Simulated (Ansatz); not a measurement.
C₇H₁₃AlS₂⁻, that is AlMe2(sacsac) with one electron more. Total charge -1; doublet. Geometry PBE-D4/def2-SVP, that of the neutral singlet; atoms count from 1.

```tsv
atom	x (Å)	y (Å)	z (Å)
Al1	-0.908	1.504	0.473
C2	-1.505	1.597	-1.405
H3	-1.100	0.767	-2.022
H4	-1.186	2.549	-1.883
H5	-2.613	1.553	-1.480
C6	-1.447	2.820	1.838
H7	-1.022	2.605	2.840
H8	-2.553	2.855	1.946
H9	-1.126	3.845	1.554
S10	1.425	1.268	0.527
C11	1.702	-0.245	-0.236
C12	3.080	-0.384	-0.836
C13	0.846	-1.359	-0.312
C14	-0.349	-1.681	0.369
C15	-0.781	-3.128	0.326
S16	-1.365	-0.658	1.287
H17	3.351	-1.440	-1.030
H18	3.124	0.170	-1.798
H19	3.840	0.078	-0.176
H20	1.280	-2.213	-0.862
H21	0.077	-3.815	0.473
H22	-1.212	-3.350	-0.675
H23	-1.560	-3.339	1.081
```

Single mean-field runs in def2-TZVP are fitted with def2-universal-jkfit.

Q: Estimate the Mulliken populations from the PBE0/def2-TZVP orbitals of Ansatz.

A: 
```json
{"atom": "Al1", "charge (e)": "0.50", "spin (α − β)": "0.04"}
{"atom": "C2", "charge (e)": "-0.63", "spin (α − β)": "0.00"}
{"atom": "H3", "charge (e)": "0.13", "spin (α − β)": "0.00"}
{"atom": "H4", "charge (e)": "0.10", "spin (α − β)": "0.00"}
{"atom": "H5", "charge (e)": "0.10", "spin (α − β)": "0.00"}
{"atom": "C6", "charge (e)": "-0.63", "spin (α − β)": "0.00"}
{"atom": "H7", "charge (e)": "0.12", "spin (α − β)": "0.00"}
{"atom": "H8", "charge (e)": "0.10", "spin (α − β)": "0.00"}
{"atom": "H9", "charge (e)": "0.10", "spin (α − β)": "0.00"}
{"atom": "S10", "charge (e)": "-0.42", "spin (α − β)": "0.10"}
{"atom": "C11", "charge (e)": "0.19", "spin (α − β)": "0.45"}
{"atom": "C12", "charge (e)": "-0.37", "spin (α − β)": "-0.04"}
{"atom": "C13", "charge (e)": "-0.35", "spin (α − β)": "-0.23"}
{"atom": "C14", "charge (e)": "0.19", "spin (α − β)": "0.48"}
{"atom": "C15", "charge (e)": "-0.38", "spin (α − β)": "-0.04"}
{"atom": "S16", "charge (e)": "-0.41", "spin (α − β)": "0.13"}
{"atom": "H17", "charge (e)": "0.09", "spin (α − β)": "0.00"}
{"atom": "H18", "charge (e)": "0.10", "spin (α − β)": "0.03"}
{"atom": "H19", "charge (e)": "0.11", "spin (α − β)": "0.01"}
{"atom": "H20", "charge (e)": "0.05", "spin (α − β)": "0.01"}
{"atom": "H21", "charge (e)": "0.09", "spin (α − β)": "0.01"}
{"atom": "H22", "charge (e)": "0.10", "spin (α − β)": "0.03"}
{"atom": "H23", "charge (e)": "0.11", "spin (α − β)": "0.00"}
```
Mulliken values depend strongly on the basis.

Q: Where does the spin sit?

A: Summed by element: Al 0.04, C 0.62, H 0.10, S 0.23, of 1 unpaired in all. Largest on single atoms: C14 0.48, C11 0.45, C13 -0.23.

Q: And the Mayer bond orders between heavy atoms (over 0.3)?

A: Al1–C2 0.89 (1.97 Å); Al1–C6 0.92 (1.97 Å); Al1–S10 0.87 (2.35 Å); Al1–S16 0.86 (2.35 Å); S10–C11 1.11 (1.72 Å); C11–C12 0.95 (1.51 Å); C11–C13 1.43 (1.41 Å); C13–C14 1.40 (1.41 Å); C14–C15 0.94 (1.51 Å); C14–S16 1.15 (1.71 Å).
